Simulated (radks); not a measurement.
Task: The ruthenium ion Ru13+, 31 electrons, occupied as [Ar] 3d10 4s2 4p1 (the NIST ground configuration). All-electron calculation, scalar-relativistic Kohn-Sham, LDA (Slater exchange, VWN5 correlation), spin-polarised, spherical densities, finite nucleus; open shells are filled with parallel spins first (spin-orbit coupling, left out, can overturn this in heavy ions); Fermi nuclear charge, rms radius 4.4809 fm. Program: a radial shooting solver on a logarithmic mesh with Libxc functionals. Some entries of the table are withheld. Estimate them.

orbital  occ.  eigenvalue (hartree)  r(max) (bohr)
1s up       1             -815.7841        0.02174
1s down     1             -815.7726        0.02174
2s up       1             -126.2896         0.1230
2s down     1             -126.2820         0.1230
2p up       3             -114.3140        0.09820
2p down     3             -114.3035        0.09820
3s up       1             -30.47888         0.3607
3s down     1             -30.46474         0.3607
3p up       3             -26.53235         0.3534
3p down     3             -26.51674         0.3534
3d up       5                   (1)            (2)
3d down     5                   (3)            (4)
4s up       1             -11.69277            (5)
4s down     1             -11.60754            (6)
4p up       1             -10.39821         0.8957
4p down     0             -10.31296         0.8946

Result: 
(1) 3d up eigenvalue (hartree): -20.18755
(2) 3d up r(max) (bohr): 0.2979
(3) 3d down eigenvalue (hartree): -20.17171
(4) 3d down r(max) (bohr): 0.2979
(5) 4s up r(max) (bohr): 0.8586
(6) 4s down r(max) (bohr): 0.8573
